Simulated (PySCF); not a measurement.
# How methods differ on the interval between two levels of Ar⁺

Ar⁺ [Ne] 3s2 3p5 [2P3/2, M_J = 3/2] → Ar⁺ [Ne] 3s1 3p6 [2S1/2, M_J = 1/2], as a difference of total energies. Calculation: PySCF 2.14, in x2c-TZVPall-2c; the two-component X2C-1e Hamiltonian. Correlated levels: [Ne] frozen; the 6 highest virtual spinors dropped. "Screened" scales the spin-orbit matrix elements by Boettger's factors to mimic the two-electron term; Breit and QED terms are absent.

| method | interval between two levels (cm⁻¹) |
| --- | --- |
| GHF (spin-free) | 150210 |
| GMP2 (spin-free) | 128610 |
| GHF (screened spin-orbit) | 150720 |
| GMP2 (screened spin-orbit) | 129110 |

Errors of the correlated levels include the incompleteness of this basis and the frozen core.

For comparison: 108720 cm⁻¹ (measured; NIST Handbook of Basic Atomic Spectroscopic Data (Sansonetti and Martin, J. Phys. Chem. Ref. Data 34, 1559 (2005))).
